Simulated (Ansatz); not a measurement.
Calculated with Ansatz (gas phase, PBE0-D4/def2-TZVP geometries, no zero-point term in ΔE). CCSD(T)/CBS is the MP2 limit (def2-TZVPP, def2-QZVPP) plus CCSD(T) − MP2 in def2-TZVPP, frozen cores. DFT in def2-TZVPP. B3LYP here is the variant with VWN-RPA as its local correlation; programs differ in this. Elements past krypton have def2 core potentials. For Sn outer-core shells are correlated without core-valence functions, which leaves a few kJ/mol of doubt a bond. Each species was taken in one conformer, which may not be the lowest.

`COC[SiH2]F` + `[OH][SnH3]` → `C[O][SnH3]` + `OC[SiH2]F`  (substitution at a C–O bond)

`COC[SiH2]F`:

Z-matrix (Å, degrees):
```
C
O 1 1.402
H 1 1.090 2 107.3
H 1 1.098 2 112.3 3 119.4
H 1 1.099 2 111.2 3 -119.1
C 2 1.413 1 113.0 3 -179.7
Si 6 1.884 2 114.3 1 82.9
H 6 1.096 2 106.9 1 -158.1
H 6 1.102 2 111.2 1 -42.7
F 7 1.601 6 109.1 2 67.0
H 7 1.486 6 109.3 2 -175.2
H 7 1.484 6 112.9 2 -52.0
```

`[OH][SnH3]`:

Z-matrix (Å, degrees):
```
Sn
O 1 1.970
H 1 1.709 2 108.5
H 1 1.698 2 103.1 3 119.8
H 1 1.709 2 108.5 3 -120.5
H 2 0.959 1 113.2 3 60.0
```

`C[O][SnH3]`:

Z-matrix (Å, degrees):
```
C
O 1 1.402
H 1 1.100 2 112.6
H 1 1.094 2 108.4 3 118.9
H 1 1.100 2 112.6 3 -122.2
Sn 2 1.967 1 119.0 3 61.1
H 6 1.709 2 107.4 1 -59.6
H 6 1.698 2 103.8 1 -180.0
H 6 1.709 2 107.4 1 59.7
```

`OC[SiH2]F`:

Z-matrix (Å, degrees):
```
C
Si 1 1.876
O 1 1.422 2 111.4
H 1 1.095 2 109.6 3 -117.9
H 1 1.100 2 111.0 3 125.2
F 2 1.608 1 106.2 3 -54.9
H 2 1.486 1 112.2 3 -172.8
H 2 1.482 1 111.8 3 61.8
H 3 0.961 1 108.4 2 58.0
```

| level | ΔE (kJ/mol) | difference from CCSD(T)/CBS |
| --- | --- | --- |
| PBE-D4 | 12.2 | 0.5 |
| r2SCAN-D4 | 12.6 | 0.9 |
| PBE0-D4 | 12.5 | 0.8 |
| B3LYP-D4 | 12.1 | 0.4 |
| ωB97X-V | 12.4 | 0.7 |
| ωB97M-V | 12.7 | 1.0 |
| B2PLYP | 12.3 | 0.6 |
| PBE | 11.5 | -0.2 |
| r2SCAN | 12.3 | 0.6 |
| PBE0 | 11.9 | 0.2 |
| B3LYP | 11.2 | -0.5 |
| HF/def2-TZVPP | 11.0 | -0.7 |
| MP2/def2-TZVPP | 13.8 | 2.1 |
| SCS-MP2/def2-TZVPP | 12.9 | 1.2 |
| CCSD/def2-TZVPP | 12.6 | 0.9 |
| CCSD(T)/def2-TZVPP | 13.0 | 1.3 |
| HF/def2-QZVPP | 10.9 | -0.8 |
| MP2/def2-QZVPP | 13.0 | 1.3 |
| SCS-MP2/def2-QZVPP | 12.2 | 0.5 |
| HF/CBS(def2) | 10.9 | -0.8 |
| MP2/CBS(def2) | 12.5 | 0.8 |
| CCSD/CBS(def2) | 11.3 | -0.4 |
| CCSD(T)/CBS | 11.7 | 0 |

Largest T1 diagnostic among the species: 0.014.
